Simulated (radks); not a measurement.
The numbers below are computed, except where a source is named.
Task: Coherent X-ray form factor from a spherical all-electron density. Code: a radial shooting solver on a logarithmic mesh with Libxc functionals. Model: non-relativistic Kohn-Sham, TPSS, spin-polarised, spherical densities, point nucleus; meta-GGA in the generalised Kohn-Sham scheme.

sin(theta)/lambda (1/angstrom),f0 (electrons)
0.05,28.927
0.1,28.710
0.15,28.356
0.2,27.874
0.25,27.278
0.3,26.583
0.4,24.962
0.5,23.141
0.6,21.232
0.8,17.483
1,14.154
1.25,10.861
1.5,8.563
2,6.139

The species is in the configuration that NIST lists as its ground one. Which atom or ion scatters so?

Result: The rhodium ion Rh16+, [Ar] 3d10 4s1. Extrapolating in s^2 from the first two rows gives f0(0) = 29.0, near the electron count 29; among species with that count, the fall with angle is slower the higher Z, and the table is that of Z = 45; from so few rows the species is fixed only to a neighbour or two.
